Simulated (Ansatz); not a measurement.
Cost and result for the atomization energy of C2H7FOSi2 (`C=C[SiH2]O[SiH2]F`) (13 atoms, 12 bonds).

| atom | x (Å) | y (Å) | z (Å) |
| --- | --- | --- | --- |
| C1 | 1.498 | 0.902 | 1.532 |
| C2 | 1.144 | -0.380 | 1.564 |
| Si3 | 0.067 | -1.163 | 0.280 |
| O4 | -0.342 | -0.012 | -0.818 |
| Si5 | -1.450 | 0.577 | -1.835 |
| F6 | -1.488 | -0.310 | -3.159 |
| H7 | 2.134 | 1.347 | 2.292 |
| H8 | 1.166 | 1.561 | 0.735 |
| H9 | 1.508 | -0.999 | 2.384 |
| H10 | 0.784 | -2.264 | -0.413 |
| H11 | -1.169 | -1.720 | 0.895 |
| H12 | -2.800 | 0.516 | -1.232 |
| H13 | -1.051 | 1.945 | -2.226 |

The species carries charge 0 and has multiplicity 1. The geometry is a stationary point of PBE0-D4/def2-TZVP. It is one conformer, not always the lowest. Program: Ansatz. All runs use 3 threads of an AMD EPYC 7R13 on a shared host and a share of an NVIDIA H100 80 GB. Times are those of one run each, without the atoms' runs, and a repeat can differ threefold. Electronic energies, without spin–orbit coupling; frozen cores. CCSD(T)/CBS extrapolates def2-TZVPP and def2-QZVPP, and its time is that of the two runs behind it. T1 = 0.012. B3LYP takes the VWN-RPA correlation (the form of Gaussian; ORCA's B3LYP/G). HSE06 is the plane-wave form, built on full-range PBE exchange.

CCSD(T)/CBS is a level of theory with its own doubt, some kJ/mol a heavy atom from the limit and from the frozen cores, so smaller differences don't rank the functionals.

```
                            level  functions  wall time
           LDA (SPW92)/def2-TZVPP        306      1.9 s
               BLYP-D4/def2-TZVPP        306      2.3 s
              BHLYP-D4/def2-TZVPP        306      2.5 s
  PBE-D4/def2-TZVPP (with forces)        306      2.5 s
                 CCSD(T)/def2-SVP        127      2.8 s
              HSE06-D4/def2-TZVPP        306      2.9 s
          CAM-B3LYP-D4/def2-TZVPP        306      3.1 s
B3LYP-D4/def2-TZVPP (with forces)        306      3.1 s
                B97M-V/def2-TZVPP        306      3.4 s
              PBE-QIDH/def2-TZVPP        306      3.6 s
               CCSD(T)/def2-TZVPP        306      6.5 s
               CCSD(T)/def2-QZVPP        578    3.9 min
                CCSD(T)/CBS(def2)          –      4 min
```

Q: What atomization energy does each give, and how far from CCSD(T)/CBS? (Estimate.)

A: The calculation gave: 
```
                            level  atomization (kJ/mol)  difference from CCSD(T)/CBS  per bond
           LDA (SPW92)/def2-TZVPP                5693.7                        608.5      50.7
               BLYP-D4/def2-TZVPP                5038.3                        -46.9      -3.9
              BHLYP-D4/def2-TZVPP                4943.8                       -141.4     -11.8
  PBE-D4/def2-TZVPP (with forces)                5092.8                          7.6       0.6
                 CCSD(T)/def2-SVP                4742.5                       -342.7     -28.6
              HSE06-D4/def2-TZVPP                5027.3                        -57.9      -4.8
          CAM-B3LYP-D4/def2-TZVPP                5090.5                          5.3       0.4
B3LYP-D4/def2-TZVPP (with forces)                5056.4                        -28.8      -2.4
                B97M-V/def2-TZVPP                5073.4                        -11.8      -1.0
              PBE-QIDH/def2-TZVPP                5018.4                        -66.8      -5.6
               CCSD(T)/def2-TZVPP                4947.7                       -137.5     -11.5
               CCSD(T)/def2-QZVPP                5031.2                        -54.0      -4.5
                CCSD(T)/CBS(def2)                5085.2                          0.0       0.0
```

Leaving LDA and LC-ωPBE aside and taking each functional with its dispersion term where it has one, the values spread over 149.0 kJ/mol, from BHLYP-D4 to PBE-D4. LDA lies +629.9 kJ/mol from PBE without D4, its usual overbinding. The D4 term adds +46.6 kJ/mol with B3LYP and +24.8 kJ/mol with PBE0; it sums over pairs of atoms, weighted by their polarisabilities, and B3LYP, whose exchange is more repulsive, gets the larger term. At CCSD(T), def2-SVP lies −342.7 kJ/mol from the extrapolated value and def2-TZVPP −137.4 kJ/mol: correlation converges slowly with the basis, and small sets miss more of it in the bonded molecule than in its fragments.
